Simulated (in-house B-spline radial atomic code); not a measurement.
Computed with a B-spline radial atomic code. Model: two electrons, singlet ground state, non-relativistic, full CI in B-splines with partial waves to l = 8 (at full coupling up to 3e-4 hartree above the limit, correlation up to 0.6 % small), density held at that of full coupling by Lieb maximisation.

Along the adiabatic connection the electron repulsion is scaled by a coupling λ while a local potential keeps the density fixed. At λ = 0 the system is the Kohn-Sham one and W equals the exchange energy; the exchange-correlation energy is the area under W between 0 and 1. The kinetic energy rises with λ as the electrons avoid each other, with dT/dλ = −λ dW/dλ.

Command:
```bash
python run_ac.py task.json out
```
Settings (lengths in bohr, energies in hartree):
```
potential              coulomb
strength               2.6
lmax                   8
```

Time taken, with all properties: 9.4 s on 1 thread of Intel(R) Xeon(R) Processor @ 2.30GHz, with other jobs on the host.

**W = mean repulsion less Hartree energy, and W of three functionals.**

Given: confinement point charge; nuclear charge 2.6; external potential -Z/r.

Computed: LDA exchange minus exact 195.09 millihartree; PBE exchange minus exact 19.999 millihartree.

| coupling | W xc (hartree) | W xc minus exchange (millihartree) | kinetic minus Kohn-Sham (millihartree) | LDA (PW92) W minus its exchange (millihartree) | PBE W minus its exchange (millihartree) | SCAN W minus its exchange (millihartree) |
| --- | --- | --- | --- | --- | --- | --- |
| 0 | -1.4006 | 0 | 0 | 0 | 0 | 0 |
| 0.02 | ? | ? | ? | ? | ? | ? |
| 0.05 | ? | ? | ? | ? | ? | ? |
| 0.12 | -1.4118 | -11.201 | 0.7 | -50.44 | -10.98 | -10.61 |
| 0.25 | -1.4235 | -22.856 | 2.8 | -85.09 | -22.82 | -21.41 |
| 0.4 | -1.4363 | -35.72 | 7 | -116.86 | -36.12 | -33.18 |
| 0.6 | -1.4526 | -51.968 | 15.1 | -151.7 | -53.12 | -47.9 |
| 0.8 | -1.4679 | -67.262 | 25.8 | -181.11 | -69.24 | -61.66 |
| 1 | -1.4823 | -81.68 | 38.8 | -206.77 | -84.51 | -74.6 |
| 1.4 | -1.5088 | -108.16 | 70.4 | -250.28 | -112.68 | -98.34 |
| 2 | -1.5435 | -142.86 | 129.1 | -302.58 | -149.83 | -129.57 |
| 3 | -1.5908 | -190.18 | 246.5 | -368.88 | -201.15 | -172.76 |
| 4.5 | -1.6444 | -243.75 | 445.2 | -440.67 | -260.8 | -223.08 |
| 7 | -1.7053 | -304.65 | 789.8 | -521.95 | -332.08 | -282.82 |
| 10 | -1.7526 | -352 | 1187.2 | -587.34 | -391.46 | -331.31 |

Question: What belongs in the row 0.02?

Answer: W xc (hartree): -1.4025; W xc minus exchange (millihartree): -1.898; kinetic minus Kohn-Sham (millihartree): 0; LDA (PW92) W minus its exchange (millihartree): -12.61; PBE W minus its exchange (millihartree): -1.81; SCAN W minus its exchange (millihartree): -1.83.

Question: What belongs in the row 0.05?

Answer: W xc (hartree): -1.4053; W xc minus exchange (millihartree): -4.721; kinetic minus Kohn-Sham (millihartree): 0.1; LDA (PW92) W minus its exchange (millihartree): -26.06; PBE W minus its exchange (millihartree): -4.55; SCAN W minus its exchange (millihartree): -4.52.

Question: What is the SCAN exchange minus exact?

Answer: -4.7622 millihartree.

**Energy parts, natural occupations and partial-wave weights.**

Computed: exchange energy -1.4006 hartree; correlation energy -0.042927 hartree; kinetic part of the DFT correlation energy 0.038752 hartree; initial slope twice GL2 -0.095185 hartree; Hartree energy 2.8012 hartree; Kohn-Sham kinetic 5.2504 hartree; Lieb Oxford ratio E_xc over LDA exchange 1.1974.

```
natural  occupation of the shell (electrons)
      s                               1.9911
      p                                    ?
      s                            0.0038475
      d                           0.00021017
      p                           0.00015588
      s                            7.247e-05
```

Question: What belongs in the row p?

Answer: occupation of the shell (electrons): 0.0045586.

```tsv
wave	weight
s	0.9975
p	0.0023649
d	?
f	1.6502e-05
g	3.8275e-06
```

Question: What belongs in the row d?

Answer: weight: 0.00011773.

Question: What is the kinetic part over minus potential part?

Answer: 0.47444.

Question: What is the total energy?

Answer: -5.2894 hartree.

Half-way to full coupling W has made 54 % of its drop, against 50 % for a straight line, and second-order (GL2) theory, half the initial slope, overshoots the correlation energy by about 11 %: a moderate bend, as in light atoms. Over couplings 0 to 1 the errors in E_xc come to about +112 millihartree for LDA, +19 millihartree for PBE, -1.4 millihartree for SCAN, so SCAN is nearest. In LDA and PBE and SCAN the errors of exchange and correlation have opposite signs, so the sum is smaller than the larger of the two.
